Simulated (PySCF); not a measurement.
CH8FNSi2.

```xyz
13

C      1.9873     0.6430    -1.5505
Si     0.6807    -0.6364    -1.0652
Si    -0.3878     0.0467     0.9034
N     -1.1923     1.5304     0.5632
F     -1.4002    -1.1540     1.3887
H      2.4521     0.3949    -2.5175
H      1.5270     1.6404    -1.6292
H      2.7830     0.6961    -0.7905
H      1.2972    -1.9870    -0.8997
H     -0.3568    -0.7375    -2.1402
H      0.5150     0.3024     2.0598
H     -1.5212     2.1363     1.3098
H     -1.7729     1.6264    -0.2647
```
Charge 0, spin multiplicity 1.

Geometry: B3LYP-D3(BJ)/def2-SVP. The structure was generated by enumeration; whether it is a known compound was not checked. Other conformers were not sampled.

Level of theory: PBE0/pcSseg-1 in PySCF. Non-relativistic, no solvent.

Computed absolute GIAO shielding of each atom: isotropic value and principal components (ppm):
| atom | σ(iso) | σ11 | σ22 | σ33 | span |
|---|---|---|---|---|---|
| C1 | 194.9 | 189.0 | 195.1 | 200.6 | 11.6 |
| Si2 | 428.9 | 403.1 | 410.5 | 473.1 | 70.0 |
| Si3 | 353.5 | 316.4 | 350.8 | 393.4 | 77.0 |
| N4 | 221.9 | 190.8 | 224.1 | 250.7 | 59.9 |
| F5 | 321.0 | 238.2 | 326.9 | 398.0 | 159.9 |
| H6 | 30.9 | 26.0 | 27.7 | 38.9 | 12.9 |
| H7 | 31.1 | 26.1 | 29.6 | 37.8 | 11.7 |
| H8 | 31.2 | 26.7 | 28.5 | 38.3 | 11.6 |
| H9 | 27.5 | 24.0 | 25.7 | 32.8 | 8.8 |
| H10 | 27.6 | 24.6 | 25.8 | 32.4 | 7.8 |
| H11 | 26.2 | 23.3 | 24.2 | 31.0 | 7.7 |
| H12 | 29.5 | 23.1 | 24.6 | 40.7 | 17.5 |
| H13 | 29.9 | 24.1 | 26.5 | 39.2 | 15.2 |
